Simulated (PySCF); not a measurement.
Atoms are numbered as in `[CH3:1][C:2](=[O:3])[O:4][SiH2:5][OH:6]`. Hydrogens are named by the atom that carries them.

Geometry: PBE0-D3(BJ)/def2-SVP; GIAO absolute shieldings from PySCF 2.14, gas phase, non-relativistic, averaged over equivalent atoms.

At PBE0/cc-pVDZ (118 basis functions, 11 s wall time on 1 thread of an Arm Neoverse V1, shared host):
```tsv
atoms	σ (ppm)
C2	25.9
C1	173.9
O3	-72.4
O4	143.0
O6	306.2
Si5	429.7
H(Si5)	26.02
H(O6)	26.73
H(C1)	29.45
```

Estimate the result of repeating the calculation with B97-D/pcSseg-1.

Answers


| atoms | σ at B97-D/pcSseg-1 | change |
| --- | --- | --- |
| C2 | 6.7 | -19.2 |
| C1 | 155.0 | -18.9 |
| O3 | -94.1 | -21.7 |
| O4 | 112.0 | -31.0 |
| O6 | 287.4 | -18.8 |
| Si5 | 367.1 | -62.6 |
| H(Si5) | 26.08 | +0.06 |
| H(O6) | 26.33 | -0.40 |
| H(C1) | 29.35 | -0.10 |

The largest change is at Si5 (silicon bonded to 2 O, 2 H). Cost: 139 basis functions, 18 s wall time on 1 thread of an Arm Neoverse V1, shared host.
